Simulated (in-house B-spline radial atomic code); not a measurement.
Successive ionisation energies of indium; each step leads to the configuration of the next row (after the last: [Ar] 3d3/2(4) 3d5/2(3)). Dirac energy differences include first-order Breit, QED and recoil terms. NIST's values go from ground level to ground level; the uncertainty of those that are theory runs from under 0.1 % in few-electron ions to several per cent in heavy many-electron ones. Computed with a B-spline radial code for spherical atoms: Dirac-Hartree-Fock, jj configuration that fills j = l - 1/2 first, finite nuclei.

A number in brackets counts the electrons of a j subshell.

```tsv
ion	configuration	ionisation energy (eV)	tabulated value (eV)	tabulated kind	computed minus tabulated (eV)	highest orbital	largest mean radius (bohr)
In19+	[Ar] 3d10 4s2	559.3	560	tabulated theory	-0.7	4s1/2	0.74423
In20+	[Ar] 3d10 4s1	?	?	semi-empirical	?	?	?
In21+	[Ar] 3d10	?	?	tabulated theory	?	?	?
In22+	[Ar] 3d3/2(4) 3d5/2(5)	1112.9	1109	tabulated theory	3.9	3d5/2	0.33956
In23+	[Ar] 3d3/2(4) 3d5/2(4)	1183.8	1181	tabulated theory	2.8	3d5/2	0.33695
```

**Question.** Fill in the row of In20+.

**Answer.** ionisation energy (eV): 592.0; tabulated value (eV): 593.38; computed minus tabulated (eV): -1.4; highest orbital: 4s1/2; largest mean radius (bohr): 0.73626.

**Question.** Fill in the row of In21+.

**Answer.** ionisation energy (eV): 1043.6; tabulated value (eV): 1043; computed minus tabulated (eV): 0.6; highest orbital: 3d5/2; largest mean radius (bohr): 0.34271.

**Question.** Where is the largest jump?

**Answer.** From In20+ to In21+, by a factor of 1.76 (591.97 to 1043.6 eV); the highest orbital goes from 4s1/2 to 3d5/2.
